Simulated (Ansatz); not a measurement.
## Nudged elastic band run: C$_{4}$H$_{12}$SSi

input.yaml

```yaml
crystal:
  periodic: [false, false, false]
  atoms:
    - { symbol: C, position_ang: [-2.997141, 0.06143, 0.196049] }
    - { symbol: C, position_ang: [-1.88611, -0.997334, 0.368092] }
    - { symbol: S, position_ang: [-0.329692, -0.370903, 1.031735] }
    - { symbol: C, position_ang: [0.305071, 0.463345, -0.44007] }
    - { symbol: C, position_ang: [1.738601, 1.001787, -0.215489] }
    - { symbol: Si, position_ang: [3.042777, -0.302264, 0.109238] }
    - { symbol: H, position_ang: [-3.212771, 0.550587, 1.14148] }
    - { symbol: H, position_ang: [-2.709155, 0.822985, -0.522164] }
    - { symbol: H, position_ang: [-3.909836, -0.408272, -0.16056] }
    - { symbol: H, position_ang: [-1.715619, -1.49463, -0.585878] }
    - { symbol: H, position_ang: [-2.237515, -1.758502, 1.061764] }
    - { symbol: H, position_ang: [-0.343295, 1.295167, -0.713102] }
    - { symbol: H, position_ang: [0.303897, -0.224263, -1.285671] }
    - { symbol: H, position_ang: [1.721808, 1.712163, 0.605216] }
    - { symbol: H, position_ang: [2.021333, 1.566621, -1.098627] }
    - { symbol: H, position_ang: [2.895876, -0.862809, 1.407987] }
    - { symbol: H, position_ang: [4.330714, 0.294889, 0.013021] }
    - { symbol: H, position_ang: [2.943458, -1.338599, -0.860723] }
basis:
  gaussian: { orbitals: STO-3G }
hamiltonian:
  xc: hf
neb:
  order_check: false
  images: 5
  f_tol: 0.05
  max_iterations: 60
  initial_path: idpp
  final_atoms:
    - { symbol: C, position_ang: [-2.99050718, 0.09633723, 0.24676143] }
    - { symbol: C, position_ang: [-1.87763218, -0.93335481, 0.54016258] }
    - { symbol: S, position_ang: [-0.30769029, -0.2285183, 1.08193085] }
    - { symbol: C, position_ang: [0.29451397, 0.40152395, -0.50098814] }
    - { symbol: C, position_ang: [1.73344191, 0.95856827, -0.380798] }
    - { symbol: Si, position_ang: [3.04336479, -0.29786242, 0.07968667] }
    - { symbol: H, position_ang: [-3.18571487, 0.71221132, 1.11973986] }
    - { symbol: H, position_ang: [-2.71675454, 0.75011989, -0.57559043] }
    - { symbol: H, position_ang: [-3.91100213, -0.41452949, -0.02266941] }
    - { symbol: H, position_ang: [-1.72687587, -1.55721105, -0.33981264] }
    - { symbol: H, position_ang: [-2.21592143, -1.59097201, 1.338251] }
    - { symbol: H, position_ang: [-0.35869438, 1.19295592, -0.86672888] }
    - { symbol: H, position_ang: [0.27323342, -0.39153941, -1.24828859] }
    - { symbol: H, position_ang: [1.73658509, 1.76926712, 0.34111465] }
    - { symbol: H, position_ang: [1.99614683, 1.40316457, -1.33587116] }
    - { symbol: H, position_ang: [2.91965326, -1.45122396, -0.74453221] }
    - { symbol: H, position_ang: [2.92693582, -0.68424171, 1.44353642] }
    - { symbol: H, position_ang: [4.32931877, 0.27670289, -0.12360602] }
```

Run as:

```bash
$ ansatz run input.yaml --threads 1 --pin off --max-ram 2048MiB --backend cpu --events-out ev --progress --plain --runs-dir out
```

Output, in part (warnings, iteration lines, the closing report on the highest movable image, with atoms numbered from 0):

```
NEB end point (image 0): max|allowed force component| = 1.234e-2 eV/Å (the criterion of neb.relax_end_points is 1.000e-2)
NEB end point (image 6): max|allowed force component| = 1.140e-2 eV/Å (the criterion of neb.relax_end_points is 1.000e-2)
NEB iter   1: max|band force component| = 1.427e0 eV/Å  barrier→ = 0.1707 eV  barrier← = 0.1707 eV  Δτ_max = 0.1852 Å  (182 SCF iters)
NEB iter   2: max|band force component| = 4.410e-1 eV/Å  barrier→ = 0.0841 eV  barrier← = 0.0841 eV  CI = image 3  Δτ_max = 0.0535 Å  (111 SCF iters)
NEB iter   3: max|band force component| = 1.042e-1 eV/Å  barrier→ = 0.0579 eV  barrier← = 0.0579 eV  CI = image 3  Δτ_max = 0.0178 Å  (115 SCF iters)
NEB iter   4: max|band force component| = 2.103e-2 eV/Å  barrier→ = 0.0570 eV  barrier← = 0.0570 eV  CI = image 3  Δτ_max = 0.0000 Å  (330 SCF iters)
Total energy: -22732.93835576 eV, -835.4200756353 hartree
Atom 0 at    -2.928624     0.304815     0.662829 Å, force    -0.000777    -0.001920    -0.002053 eV/Å
Atom 1 at    -1.831242    -0.754903     0.902727 Å, force     0.000212    -0.000008     0.006896 eV/Å
Atom 2 at    -0.170580    -0.091183     1.139548 Å, force    -0.002814     0.006425    -0.008881 eV/Å
Atom 3 at     0.234764     0.305850    -0.576008 Å, force     0.000463    -0.000592    -0.001361 eV/Å
Atom 4 at     1.693429     0.807664    -0.707369 Å, force     0.003778     0.007400     0.002063 eV/Å
Atom 5 at     3.030938    -0.461542    -0.349310 Å, force     0.016598    -0.004106     0.001173 eV/Å
Atom 6 at    -2.967864     1.011549     1.486449 Å, force    -0.000452    -0.000048    -0.000904 eV/Å
Atom 7 at    -2.747955     0.860105    -0.252369 Å, force     0.000105    -0.000375    -0.000175 eV/Å
Atom 8 at    -3.900180    -0.174563     0.578764 Å, force    -0.000257    -0.000008    -0.000885 eV/Å
Atom 9 at    -1.837733    -1.469291     0.080782 Å, force     0.001018     0.000465     0.001939 eV/Å
Atom 10 at    -2.077668    -1.310693     1.804999 Å, force    -0.001952     0.000341     0.000065 eV/Å
Atom 11 at    -0.434354     1.079263    -0.951774 Å, force    -0.005848    -0.009951    -0.004050 eV/Å
Atom 12 at     0.086973    -0.569722    -1.208153 Å, force     0.000531    -0.003038     0.003704 eV/Å
Atom 13 at     1.820150     1.665129    -0.054333 Å, force    -0.000766    -0.004073     0.005009 eV/Å
Atom 14 at     1.824919     1.179627    -1.718592 Å, force     0.002593     0.005103     0.005564 eV/Å
Atom 15 at     2.488431    -1.628563     0.255839 Å, force    -0.007761     0.010244    -0.002572 eV/Å
Atom 16 at     4.007812     0.097715     0.520790 Å, force     0.004322    -0.006274    -0.002720 eV/Å
Atom 17 at     3.671187    -0.839858    -1.562521 Å, force    -0.008993     0.000415    -0.002813 eV/Å
Dipole moment:    -0.096981    -0.008665    -0.163613 e Å
```

The run converged. A vibrational analysis at the climbing image gives one clearly imaginary mode, 120i cm⁻¹: a first-order saddle point. Limits of this set-up: minimal basis.

Final band (atoms are numbered from 1 in the order of the input):

| image | path coordinate (Å) | energy (eV) | dihedral C4–C5–Si6–H16 (°) |
| --- | --- | --- | --- |
| 0 | 0.00 | 0.000 | -72 |
| 1 | 0.78 | 0.011 | -54 |
| 2 | 1.57 | 0.038 | -33 |
| 3 | 2.35 | 0.057 | -12 |
| 4 | 3.10 | 0.045 | 9 |
| 5 | 3.85 | 0.014 | 30 |
| 6 | 4.61 | 0.000 | 48 |

Run time: 39 s on 1 thread of Arm Neoverse V2 (shared host), peak memory 0.23 GiB.
